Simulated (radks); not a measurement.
Values are calculated unless marked as measured or tabulated.
Species: Tl73+. Configuration: [He] 2s2 2p4.

Level of theory: Dirac Kohn-Sham, BLYP, spin-unpolarised, spherical densities, finite nucleus; open shells fill j = l - 1/2 first; Fermi nuclear charge, rms radius 5.4759 fm (a radial shooting solver on a logarithmic mesh with Libxc functionals).

Energy parts (hartree):
total: -12143.0571
kinetic: 14878.8154
electron-nucleus: -27528.1007
Hartree: 636.0151
exchange-correlation: -129.7868

Orbitals (lengths in bohr, moments of r in powers of bohr; <r^-3> diverges for s and p1/2; r(max) is where P^2 peaks):
orbital  occ.  eigenvalue (hartree)  <r^-3>   r(max)  <1/r>  small-component weight
1s1/2       2             -3426.755       -  0.01003  99.48                9.53e-02
2s1/2       2             -818.8887       -  0.05757  25.19                2.29e-02
2p1/2       2             -803.4051       -  0.04204  25.07                2.29e-02
2p3/2       2             -722.8828   23840  0.04937  20.21                2.04e-02
3s1/2       0             -344.8915       -   0.1529  10.20                9.23e-03
3p1/2       0             -339.3912       -   0.1406  10.16                9.21e-03
3p3/2       0             -317.0572    7052   0.1535  8.759                8.48e-03

The highest occupied level is 2p3/2 at -19670.6 eV. For comparison, the ionisation energy in NIST's Atomic Spectra Database is 19840 eV (theoretical). In exact Kohn-Sham theory the highest level is minus the ionisation energy, but local and semilocal functionals leave it too shallow, through self-interaction and a potential that decays too fast; potentials with the right tail come closer.

Beside tabulated values, note that spin-unpolarised runs miss the spin-polarisation part of the exchange energy of open shells.
